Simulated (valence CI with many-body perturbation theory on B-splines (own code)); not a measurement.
Results of a calculation; reference values are marked as such.
**A CI+MBPT run for Mo XXI**

The program does CI of the valence electrons with many-body perturbation theory for a frozen closed Dirac-Fock core.

Command, and the settings that its task file holds:

```sh
python run_cv.py task.json out
```

```
atom Mo  Z=42  mass_number=98  rms_radius_fm=4.4091
core [Ar] 3d1
valence 3d4
avg = 1
basis = S
breit = 1
cap = 10000
capref = 1200
cscale = 1
de = 0.0
dress = 0
eps = 2e-08
h = 0.27
hh = 1
l2 = 3
lcore = 6
maxit = 60
n2 = 5
natural = 1
nlev = 21
nno = [3, 3, 3, 3, 1]
nroot = 26
nsp = [3, 3, 2, 2, 0]
pt2 = 1
qed = 1
rpa = 1
s1 = 1
s2 = 1
s3 = 1
screen = 1
tol = 2e-05
```

(1) What became of the run, and why?

## Answers

(1) It gave no result: the perturbation theory needs a core of closed shells. The program said: "the core must hold closed shells only".
